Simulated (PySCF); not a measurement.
Molfile (atoms numbered from 1):
```
C7H3N
     RDKit          3D

 11 10  0  0  0  0  0  0  0  0999 V2000
   -2.7037    1.5691   -0.4960 C   0  0  0  0  0  0  0  0  0  0  0  0
   -1.4246    1.6214   -0.9029 C   0  0  0  0  0  0  0  0  0  0  0  0
   -0.4159    0.7373   -0.4549 C   0  0  0  0  0  0  0  0  0  0  0  0
    0.4730   -0.0178   -0.0816 C   0  0  0  0  0  0  0  0  0  0  0  0
    1.4500   -0.8612    0.3389 C   0  0  0  0  0  0  0  0  0  0  0  0
    2.3265   -1.6268    0.7212 C   0  0  0  0  0  0  0  0  0  0  0  0
    3.3067   -2.4803    1.1471 C   0  0  0  0  0  0  0  0  0  0  0  0
    4.1396   -3.2085    1.5112 N   0  0  0  0  0  0  0  0  0  0  0  0
   -3.4363    2.2817   -0.8809 H   0  0  0  0  0  0  0  0  0  0  0  0
   -3.0451    0.8206    0.2233 H   0  0  0  0  0  0  0  0  0  0  0  0
   -1.1106    2.3837   -1.6264 H   0  0  0  0  0  0  0  0  0  0  0  0
  1  2  2  0
  2  3  1  0
  3  4  3  0
  4  5  1  0
  5  6  3  0
  6  7  1  0
  7  8  3  0
  1  9  1  0
  1 10  1  0
  2 11  1  0
M  END
```

[PySCF: B3LYP/pcJ-1 coupling constants (spin–dipole term only in couplings to heteroatoms); NMR shieldings at PBE0/pcSseg-1/GIAO; PBE0-D3(BJ)/def2-SVP structure; non-relativistic; a single conformation; no solvent]

Predict the 2D correlation tables (HSQC, COSY, HMBC).

## Answers



HSQC (one-bond C–H):
```
        δH          δC  1J(C,H) (Hz)
6.52 (H10)  149.1 (C1)           174
 6.35 (H9)  149.1 (C1)           175
6.01 (H11)  122.2 (C2)           176
```

COSY cross peaks (|J| ≥ 2 Hz):
```
        δH          δH  abs. J (Hz)  bonds
6.52 (H10)  6.01 (H11)         19.3      3
 6.35 (H9)  6.01 (H11)         13.6      3
```

HMBC (two and three bonds, |J| ≥ 2.5 Hz):
```
        δH                   δC [abs. J in Hz]
6.52 (H10)  122.2 (C2) [3.3], 79.0 (C3) [11.0]
 6.35 (H9)                    79.0 (C3) [18.2]
6.01 (H11)   149.1 (C1) [5.0], 84.8 (C4) [6.9]
```

Scale: 1H (σ = 31.27 ppm), 13C (σ = 184.41 ppm) vs TMS (reference shieldings calculated alike).

Unscaled 3J(H,H) at this level run about 10 % above measured values. Shifts are as computed. Against solution values, carbons near 30 ppm lie about +2 ppm off and those near 130 ppm about +5 ppm. Of 1211 compounds with measured shifts, 218 miss one by over three times the rms of a fit or turn the order of signals round; such compounds aren't used in these exercises.
